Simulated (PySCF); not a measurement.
## How methods differ on the ionisation energy of Dy⁵⁴⁺

Dy⁵⁴⁺ [Ne] 3s2 (1S) → Dy⁵⁵⁺ [Ne] 3s1 (2S), as a difference of total energies. All numbers are calculated (PySCF 2.14, scalar relativity by spin-free X2C-1e, in an uncontracted even-tempered set (17 s from 14 bohr⁻², ratio 2.5; 12 p from 18 bohr⁻², ratio 2.5; 4 d from 65 bohr⁻², ratio 2.7; 4 f from 97 bohr⁻², ratio 2.7)). Correlated levels: outer shells: 1s2 frozen; virtual orbitals above 40 to 60 times the deepest correlated orbital energy dropped. The calculations carry no spin-orbit coupling.

```csv
method,ionisation energy (eV)
UHF,5298.3
MP2 (outer shells),5301.7
SCS-MP2 (outer shells),5302.1
CCSD (outer shells),5302.2
CCSD(T) (outer shells),5302.2
```

Q: How much does correlation contribute at CCSD(T) (outer shells)?

A: 5302.2 − (5298.3) = 3.9 eV, measured against UHF.

Breit and QED terms and the two-electron picture change are absent.

For comparison: 5296 ± 5 eV (theoretical estimate listed by NIST; NIST Atomic Spectra Database, ionization energies).
